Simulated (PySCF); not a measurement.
**Computed vibrations of [HfOF3]−**

[HfOF3]− (singlet). PySCF 2.14.0, RKS PBE, Hf def2-SVP with ECP60, O def2-SVP, F def2-SVP; non-relativistic Hamiltonian with scalar-relativistic core potentials where named; density fitting; no spin-orbit coupling. Central differences of gradients.

```xyz
5

Hf    0.0225    0.0000    0.0216
O     1.5265    0.0000    1.0500
F     0.0338    1.6027   -1.1533
F    -1.5660    0.0000    1.2184
F     0.0338   -1.6027   -1.1533
```

Run from Python with OMP_NUM_THREADS=2. Where DIIS fails, smearing, a level shift and second-order steps follow.
It took 44 s on 2 threads of Arm Neoverse V1, with other jobs on the host.

Q: What are the harmonic wavenumbers and infrared intensities?

A: Modes are labelled in Cs; negative numbers are unstable modes, those under 60 cm⁻¹ near the noise; a finer grid moves soft modes by up to 10 cm⁻¹.
```
cm⁻¹  km/mol  symmetry
 129    12.9       a''
 130    12.4        a'
 147    13.4        a'
 217    21.0       a''
 219    20.2        a'
 570   108.2       a''
 571   108.8        a'
 573    61.3        a'
 837   140.9        a'
```

Q: Is this a minimum?

A: Yes. Ideal gas at 298.15 K and 1 bar: S = 351.1 J/(mol K), Cp = 88.7 J/(mol K), H − H(0 K) = 19.6 kJ/mol (rigid rotor, harmonic modes, spin degeneracy alone).
